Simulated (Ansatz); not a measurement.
The same path of BCl2F + F (5 atoms, charge 0, multiplicity 2) was run 3 times with different band settings.

These are results of Ansatz, UKS r2SCAN/cc-pVDZ, not measurements.

Relaxed end points:

```xyz
5
Properties=species:S:1:pos:R:3
B 0.000 0.000 -0.130
F 0.000 0.000 1.200
Cl 1.529 0.000 -0.976
Cl -1.529 0.000 -0.976
F 0.000 0.000 3.602
```

```xyz
5
Properties=species:S:1:pos:R:3
B 0.213 0.025 0.022
F 0.715 0.146 1.253
Cl 1.336 -0.049 -1.315
Cl -1.513 -0.049 -0.204
F -0.750 -0.074 2.963
```

Common settings: optimiser quadratic models (default); start path through a guess of the saddle point; force threshold 0.03 eV/Å; end points relaxed.

| run | movable images | climbing image | spring | iteration limit |
| --- | --- | --- | --- | --- |
| 1 | 5 | yes | 5.0 eV/Å² | 58 |
| 2 | 5 | yes | 2.0 to 10.0 eV/Å², energy-weighted | 60 |
| 3 | 8 | no | 5.0 eV/Å² | 36 |

Q: What does each run give, and how far can it be trusted?

A: Run 1: converged after 31 iterations, highest image 0.000 eV above the first end. The highest image is an end point: on this band no image between the ends rises above it.
Run 2: converged after 42 iterations, highest image 0.000 eV above the first end. The highest image is an end point: on this band no image between the ends rises above it.
Run 3: converged after 35 iterations, highest image 0.000 eV above the first end. The highest image is an end point: on this band no image between the ends rises above it.
